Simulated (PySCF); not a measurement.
PySCF job for Ga(F)(Br)(Me) (CH3BrFGa), SMILES [F][Ga]([Br])[CH3], PBE-D3(BJ)/def2-SVP. Geometry: PBE-D3(BJ)/def2-SVP.

```python
import numpy as np
from pyscf import gto, scf, dft, df
from pyscf.hessian import thermo

mol = gto.M(
    atom='''
    Ga    0.05837974   -0.74790089    0.00000000
    F     1.73874690   -1.30737221    0.00000000
    Br   -0.11361502    1.54491117   -0.00000000
    C    -1.40920895   -2.03984752    0.00000000
    H    -2.38518949   -1.52130588    0.00000000
    H    -1.32076274   -2.68011128    0.89942935
    H    -1.32076274   -2.68011128   -0.89942935
    ''',
    basis='def2-SVP',
    charge=0,
    spin=0,
    max_memory=1600,
    verbose=3,
)
mf = dft.RKS(mol, xc='pbe').density_fit(auxbasis='def2-universal-jkfit')
mf.disp = 'd3bj'
mf.grids.level = 3
mf.conv_tol = 1e-11
mf.max_cycle = 100
mf.kernel()

# analytic Hessian; the response equations are solved on a coarser grid
h, args, fine = mf.Hessian(), (mf.mo_energy, mf.mo_coeff, mf.mo_occ), mf.grids
h.max_memory = max(150, 2.5e-5 * df.make_auxmol(mol, mf.with_df.auxbasis).nao * mol.nelec[0] * (mol.nelec[0] + mol.nao))  # MB; small integral blocks
h1ao = h.make_h1(mf.mo_coeff, mf.mo_occ)
mf.grids = dft.Grids(mol).set(level=1).build(with_non0tab=True)
mo1, mo_e1 = h.solve_mo1(*args, h1ao)
mf.grids = fine
hess = h.hess_elec(*args, mo1, mo_e1, h1ao) + h.hess_nuc()
if mf.do_disp():
    hess += h.get_dispersion()
for i in range(mol.natm):  # the analytic DFT Hessian lacks the response of the grid: restore translational invariance
    hess[i, i] -= hess[i].sum(axis=0)
hess = (hess + hess.transpose(1, 0, 3, 2)) / 2
vib = thermo.harmonic_analysis(mol, hess, imaginary_freq=False)
thermo.dump_normal_mode(mol, vib)
th = thermo.thermo(mf, vib['freq_au'][vib['freq_au'] > 0], 298.15, 101325)
thermo.dump_thermo(mol, th)
g0 = mf.nuc_grad_method().set(verbose=0).kernel()

# dipole derivatives [dipole axis, atom, xyz] from the same response
r, irp = mol.intor('int1e_r'), mol.intor('int1e_irp').reshape(3, 3, mol.nao, mol.nao)
sl, dm0, ok = mol.aoslice_by_atom(), np.array(mf.make_rdm1()), []
dmu = np.einsum('a,xt->xat', mol.atom_charges(), np.eye(3))
for a, (_, _, p0, p1) in enumerate(sl):
    dmu[:, a] += 2 * np.einsum('xtij,ij->xt', irp[:, :, :, p0:p1], dm0.reshape(-1, mol.nao, mol.nao).sum(0)[:, p0:p1])
    for u, c, occ, f in [(mo1, mf.mo_coeff, mf.mo_occ, 4)]:
        dmu[:, a] -= f * np.einsum('tui,xuv,vi->xt', u[a], r, c[:, occ > 0], optimize=True)
L = vib['norm_mode']
ir = 974.8801 * (np.einsum('xat,kat->kx', dmu, L) ** 2).sum(1)       # km/mol
apt = np.einsum('xax->a', dmu) / 3
print('mode   freq/cm-1   IR/(km/mol)')
for k, w in enumerate(vib['freq_wavenumber']):
    print(f'{k + 1:4d} {w:11.2f} {ir[k]:13.3f}')
print('max |gradient| / (hartree/bohr):', abs(g0).max())
print('APT charges:', apt.round(4))
```

Program output:

```
converged SCF energy = -4637.37952370135

WARN: DFTD3 does not support analytical Hessian, using finite difference


WARN: Mole.unit (angstrom) is changed to Bohr

Mode                                 0                   1                   2
Irrep
Freq [cm^-1]                       25.4267            114.0624            145.2155
Reduced mass [au]                   1.0286              4.1206              6.0749
Force const [Dyne/A]                0.0004              0.0316              0.0755
Char temp [K]                      36.5833            164.1104            208.9328
Normal mode                   x     y     z       x     y     z       x     y     z
       0  Ga                -0.00  0.00 -0.01   -0.05  0.01 -0.00    0.00  0.00 -0.08
       1   F                -0.00 -0.00 -0.02   -0.04  0.05  0.00    0.00 -0.00  0.11
       2  Br                 0.00  0.00  0.01    0.04  0.01  0.00   -0.00  0.00  0.02
       3   C                 0.00 -0.00  0.01    0.09 -0.15  0.00   -0.00  0.00  0.11
       4   H                 0.00 -0.00 -0.52    0.01 -0.30  0.00    0.00  0.00  0.22
       5   H                -0.31  0.39  0.32    0.19 -0.14 -0.00    0.13  0.06  0.15
       6   H                 0.31 -0.39  0.32    0.19 -0.14  0.00   -0.13 -0.06  0.15
Mode                                 3                   4                   5
Irrep
Freq [cm^-1]                      164.0380            293.0180            568.0825
Reduced mass [au]                  10.0600             28.8506              4.4742
Force const [Dyne/A]                0.1595              1.4595              0.8507
Char temp [K]                     236.0141            421.5877            817.3442
Normal mode                   x     y     z       x     y     z       x     y     z
       0  Ga                -0.02 -0.02 -0.00   -0.01  0.08  0.00   -0.02 -0.04  0.00
       1   F                 0.05  0.18  0.00   -0.04 -0.00  0.00   -0.05  0.02  0.00
       2  Br                 0.02 -0.03  0.00    0.00 -0.08 -0.00   -0.00  0.01 -0.00
       3   C                -0.07  0.04  0.00    0.05  0.05 -0.00    0.17  0.15 -0.00
       4   H                -0.03  0.13 -0.00    0.02 -0.01  0.00    0.17  0.14  0.00
       5   H                -0.13  0.04  0.00    0.08  0.05 -0.00    0.19  0.15 -0.00
       6   H                -0.13  0.04 -0.00    0.08  0.05  0.00    0.19  0.15  0.00
Mode                                 6                   7                   8
Irrep
Freq [cm^-1]                      676.8763            700.5531            742.2005
Reduced mass [au]                  15.2495              1.2111              1.2516
Force const [Dyne/A]                4.1165              0.3502              0.4062
Char temp [K]                     973.8742           1007.9400           1067.8613
Normal mode                   x     y     z       x     y     z       x     y     z
       0  Ga                 0.06 -0.01 -0.00   -0.00  0.00 -0.02   -0.02  0.01  0.00
       1   F                -0.19  0.06  0.00    0.00 -0.00  0.01    0.01 -0.01 -0.00
       2  Br                 0.00  0.00  0.00    0.00  0.00  0.00    0.00  0.00  0.00
       3   C                -0.02 -0.04  0.00    0.00 -0.00  0.12    0.09 -0.08 -0.00
       4   H                 0.02  0.03 -0.00    0.00  0.00 -0.27    0.42  0.56 -0.00
       5   H                -0.09 -0.05  0.00   -0.42 -0.42 -0.15   -0.38 -0.06  0.05
       6   H                -0.09 -0.05 -0.00    0.42  0.42 -0.15   -0.38 -0.06 -0.05
Mode                                 9                  10                  11
Irrep
Freq [cm^-1]                     1163.1205           1371.9383           1377.0437
Reduced mass [au]                   1.2198              1.0506              1.0533
Force const [Dyne/A]                0.9723              1.1650              1.1768
Char temp [K]                    1673.4714           1973.9137           1981.2593
Normal mode                   x     y     z       x     y     z       x     y     z
       0  Ga                 0.00  0.00 -0.00    0.00 -0.00  0.00    0.00 -0.00 -0.00
       1   F                -0.00  0.00  0.00    0.00  0.00 -0.00    0.00  0.00  0.00
       2  Br                 0.00 -0.00 -0.00   -0.00 -0.00 -0.00   -0.00 -0.00  0.00
       3   C                -0.09 -0.09  0.00    0.04 -0.04  0.00    0.00 -0.00 -0.06
       4   H                 0.22  0.46 -0.00   -0.13 -0.33 -0.00   -0.00 -0.00  0.72
       5   H                 0.41  0.26  0.18   -0.23  0.47  0.38   -0.45  0.09  0.06
       6   H                 0.41  0.26 -0.18   -0.23  0.47 -0.38    0.45 -0.09  0.06
Mode                                12                  13                  14
Irrep
Freq [cm^-1]                     2991.7654           3098.6799           3121.3390
Reduced mass [au]                   1.0317              1.1028              1.1055
Force const [Dyne/A]                5.4406              6.2389              6.3456
Char temp [K]                    4304.4843           4458.3104           4490.9118
Normal mode                   x     y     z       x     y     z       x     y     z
       0  Ga                 0.00  0.00 -0.00   -0.00  0.00 -0.00   -0.00  0.00 -0.00
       1   F                -0.00  0.00  0.00    0.00 -0.00 -0.00    0.00 -0.00 -0.00
       2  Br                -0.00 -0.00  0.00    0.00 -0.00 -0.00    0.00 -0.00 -0.00
       3   C                -0.03 -0.04 -0.00    0.00 -0.00 -0.09   -0.06  0.06 -0.00
       4   H                 0.44 -0.25 -0.00   -0.00  0.00 -0.02    0.72 -0.38 -0.00
       5   H                -0.06  0.34 -0.49    0.06 -0.40  0.54    0.02 -0.19  0.28
       6   H                -0.06  0.34  0.49   -0.06  0.40  0.54    0.02 -0.19 -0.28
temperature 298.1500 [K]
pressure 101325.00 [Pa]
Rotational constants [GHz] 5.47906 1.52969 1.20513
Symmetry number 1
Zero-point energy (ZPE) 0.03771 [Eh]   99011.078 [J/mol]
                           tot       elec      trans        rot        vib
Entropy [J/mol/K]       363.720      0.000    173.762    116.548     73.410
Cv [J/mol/K]             81.086      0.000     12.472     12.472     56.143
Cp [J/mol/K]             89.401      0.000     20.786     12.472     56.143
Internal energy [J/mol]                      3718.434   3718.434 109096.417
Internal energy [Eh]   -4637.33514  -4637.37952
Enthalpy [J/mol]                             6197.391   3718.434 109096.417
Enthalpy [Eh]          -4637.33419
Gibbs free energy [J/mol]                  -45609.703 -31030.424  87209.228
Gibbs free energy [Eh] -4637.37550
mode   freq/cm-1   IR/(km/mol)
   1       25.43         0.125
   2      114.06         1.207
   3      145.22         7.120
   4      164.04        13.505
   5      293.02        35.878
   6      568.08        26.309
   7      676.88        54.536
   8      700.55        24.105
   9      742.20        51.604
  10     1163.12         1.971
  11     1371.94         3.539
  12     1377.04         3.093
  13     2991.77         0.124
  14     3098.68         0.009
  15     3121.34         0.181
max |gradient| / (hartree/bohr): 0.00017161248981378054
APT charges: [ 1.2928 -0.5967 -0.4809 -0.2959  0.0318  0.0245  0.0245]
```

Self-consistency was reached.

Cost: roughly 2.4 core-minutes.
